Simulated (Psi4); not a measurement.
hydrogen atom (H), doublet; Psi4 with BLYP/6-31G*.

The Psi4 input:
```
memory 2 GB

molecule mol {
0 2
H     0.000000    0.000000    0.000000
}

set {
  basis 6-31g*
  reference uks
  guess core
}

energy('blyp')
print_variables()
```

Task: Predict the main parts of the log of this Psi4 run.

Result: 
```
   => Loading Basis Set <=

    Name: 6-31G*
    Role: ORBITAL
    Keyword: BASIS

         ---------------------------------------------------------
                                   SCF
               by Justin Turney, Rob Parrish, Andy Simmonett
                          and Daniel G. A. Smith
                              UKS Reference
         ---------------------------------------------------------

  ==> Geometry <==

    Molecular point group: d2h
    Geometry (in Angstrom), charge = 0, multiplicity = 2:

       Center              X                  Y                   Z               Mass
    ------------   -----------------  -----------------  -----------------  -----------------
         H            0.000000000000     0.000000000000     0.000000000000     1.007825032230

  Running in d2h symmetry.

  Rotational constants: A = ************  B = ************  C = ************ [cm^-1]
  Rotational constants: A = ************  B = ************  C = ************ [MHz]
  Nuclear repulsion =    0.000000000000000

  Charge       = 0
  Multiplicity = 2
  Electrons    = 1
  Nalpha       = 1
  Nbeta        = 0

  ==> Algorithm <==

  SCF Algorithm Type is DF.
  DIIS enabled.
  MOM disabled.
  Fractional occupation disabled.
  Guess Type is CORE.
  Energy threshold   = 1.00e-06
  Density threshold  = 1.00e-06
  Integral threshold = 1.00e-12

  ==> Primary Basis <==

  Basis Set: 6-31G*
    Blend: 6-31G*
    Number of shells: 2
    Number of basis functions: 2
    Number of Cartesian functions: 2
    Spherical Harmonics?: false
    Max angular momentum: 0

  ==> DFT Potential <==

   => LibXC <=

    Version 7.1.2
    S. Lehtola, C. Steigemann, M. J. T. Oliveira, and M. A. L. Marques,  SoftwareX 7, 1–5 (2018) (10.1016/j.softx.2017.11.002)

   => Composite Functional: BLYP <=

    BLYP GGA Exchange-Correlation Functional

    P.J. Stephens et. al., J. Phys. Chem., 98, 11623-11627, 1994
    B. Miehlich et. al., Chem. Phys. Lett., 157(3), 200-206 1989

    Deriv               =              1
    GGA                 =           TRUE
    Meta                =          FALSE

    Exchange Hybrid     =          FALSE
    MP2 Hybrid          =          FALSE

   => Exchange Functionals <=

    1.0000     XC_GGA_X_B88

   => Correlation Functionals <=

    1.0000     XC_GGA_C_LYP

   => LibXC Density Thresholds  <==

    XC_GGA_C_LYP:  1.00E-14
    XC_GGA_X_B88:  1.00E-15

   => Molecular Quadrature <=

    Radial Scheme          =       TREUTLER
    Pruning Scheme         =           NONE
    Nuclear Scheme         =       TREUTLER

    Blocking Scheme        =         OCTREE
    BS radius alpha        =              1
    Pruning alpha          =              1
    Radial Points          =             75
    Spherical Points       =            302
    Total Points           =          22348
    Total Blocks           =            213
    Max Points             =            252
    Max Functions          =              2
    Weights Tolerance      =       1.00E-15

   => Loading Basis Set <=

    Name: (6-31G* AUX)
    Role: JKFIT
    Keyword: DF_BASIS_SCF

  ==> Integral Setup <==

  SCF_SUBTYPE=INCORE selected. In-core MEM_DF algorithm will be used.
  Using in-core AOs.

  ==> MemDFJK: Density-Fitted J/K Matrices <==

    J tasked:                   Yes
    K tasked:                    No
    wK tasked:                   No
    Algorithm:                 Core
    Schwarz Cutoff:           1E-12
    Mask sparsity (%):       0.0000
    Fitting Condition:        1E-10

   => Auxiliary Basis Set <=

  Basis Set: (6-31G* AUX)
    Blend: CC-PVDZ-JKFIT
    Number of shells: 9
    Number of basis functions: 25
    Number of Cartesian functions: 25
    Spherical Harmonics?: false
    Max angular momentum: 2

  Minimum eigenvalue in the overlap matrix is 3.4170795066E-01.
  Reciprocal condition number of the overlap matrix is 2.0606017547E-01.
    Using symmetric orthogonalization.

  ==> Pre-Iterations <==

  SCF Guess: Core (One-Electron) Hamiltonian.

   -------------------------------------------------------
    Irrep   Nso     Nmo     Nalpha   Nbeta   Ndocc  Nsocc
   -------------------------------------------------------
     Ag         2       2       1       0       0       1
     B1g        0       0       0       0       0       0
     B2g        0       0       0       0       0       0
     B3g        0       0       0       0       0       0
     Au         0       0       0       0       0       0
     B1u        0       0       0       0       0       0
     B2u        0       0       0       0       0       0
     B3u        0       0       0       0       0       0
   -------------------------------------------------------
    Total       2       2       1       0       0       1
   -------------------------------------------------------

  ==> Iterations <==

                           Total Energy        Delta E     RMS |[F,P]|

   @DF-UKS iter   1:    -0.49542550490952   -4.95426e-01   2.31952e-03 ADIIS/DIIS
   @DF-UKS iter   2:    -0.49544677291801   -2.12680e-05   1.91720e-04 ADIIS/DIIS
   @DF-UKS iter   3:    -0.49544691909242   -1.46174e-07   4.96638e-08 DIIS
  Energy and wave function converged.

  ==> Post-Iterations <==

   Electrons on quadrature grid:
      Nalpha   =    1.0000000000 ; deviation = 3.286e-14
      Nbeta    =    0.0000000000 ; deviation = 0.000e+00
      Ntotal   =    1.0000000000 ; deviation = 3.286e-14

   @Spin Contamination Metric:   0.000000000E+00
   @S^2 Expected:                7.500000000E-01
   @S^2 Observed:                7.500000000E-01
   @S   Expected:                5.000000000E-01
   @S   Observed:                5.000000000E-01

    Orbital Energies [Eh]
    ---------------------

    Alpha Occupied:

       1Ag    -0.263142

    Alpha Virtual:

       2Ag     0.665247

    Beta Occupied:

    Beta Virtual:

       1Ag     0.015228     2Ag     1.030587

    Final Occupation by Irrep:
             Ag   B1g   B2g   B3g    Au   B1u   B2u   B3u
    DOCC [     0,    0,    0,    0,    0,    0,    0,    0 ]
    SOCC [     1,    0,    0,    0,    0,    0,    0,    0 ]
    NA   [     1,    0,    0,    0,    0,    0,    0,    0 ]
    NB   [     0,    0,    0,    0,    0,    0,    0,    0 ]

  @DF-UKS Final Energy:    -0.49544691909242

   => Energetics <=

    Nuclear Repulsion Energy =              0.0000000000000000
    One-Electron Energy =                  -0.4982124817277284
    Two-Electron Energy =                   0.3160798434705521
    DFT Exchange-Correlation Energy =      -0.3133142808352467
    Empirical Dispersion Energy =           0.0000000000000000
    VV10 Nonlocal Energy =                  0.0000000000000000
    Total Energy =                         -0.4954469190924229

  UHF NO Occupations:
  HONO-0 :    1 Ag 1.0000000
  LUNO+0 :    2 Ag 0.0000000

Computation Completed

Properties will be evaluated at   0.000000,   0.000000,   0.000000 [a0]

Properties computed using the SCF density matrix

 Multipole Moments:

 ------------------------------------------------------------------------------------
     Multipole            Electronic (a.u.)      Nuclear  (a.u.)        Total (a.u.)
 ------------------------------------------------------------------------------------

 L = 1.  Multiply by 2.5417464519 to convert [e a0] to [Debye]
 Dipole X            :          0.0000000            0.0000000            0.0000000
 Dipole Y            :          0.0000000            0.0000000            0.0000000
 Dipole Z            :          0.0000000            0.0000000            0.0000000
 Magnitude           :                                                    0.0000000

 ------------------------------------------------------------------------------------

  Variable Map:
  ----------------------------------------------------------------------------
  "CURRENT ENERGY"              =>      -0.495446919092
  "CURRENT REFERENCE ENERGY"    =>      -0.495446919092
  "DD SOLVATION ENERGY"         =>       0.000000000000
  "DFT FUNCTIONAL TOTAL ENERGY" =>      -0.495446919092
  "DFT TOTAL ENERGY"            =>      -0.495446919092
  "DFT VV10 ENERGY"             =>       0.000000000000
  "DFT XC ENERGY"               =>      -0.313314280835
  "GRID ELECTRONS ALPHA"        =>       1.000000000000
  "GRID ELECTRONS BETA"         =>       0.000000000000
  "GRID ELECTRONS TOTAL"        =>       1.000000000000
  "NUCLEAR REPULSION ENERGY"    =>       0.000000000000
  "ONE-ELECTRON ENERGY"         =>      -0.498212481728
  "PCM POLARIZATION ENERGY"     =>       0.000000000000
  "PE ENERGY"                   =>       0.000000000000
  "SCF ITERATION ENERGY"        =>      -0.495446919092
  "SCF ITERATIONS"              =>       3.000000000000
  "SCF TOTAL ENERGY"            =>      -0.495446919092
  "TWO-ELECTRON ENERGY"         =>       0.316079843471
  "XC GRID RADIAL POINTS"       =>      75.000000000000
  "XC GRID SPHERICAL POINTS"    =>     302.000000000000
  "XC GRID TOTAL POINTS"        =>   22348.000000000000

  Array Variable Map:
  ----------------------------------------------------------------------------
  "CURRENT DIPOLE"              =>       0.000000000000 ... 0.000000000000 1 by 3
  "SCF DIPOLE"                  =>       0.000000000000 ... 0.000000000000 1 by 3
  "SCF TOTAL ENERGIES"          =>      -0.495425504910 ... -0.495446919092 1 by 3
```
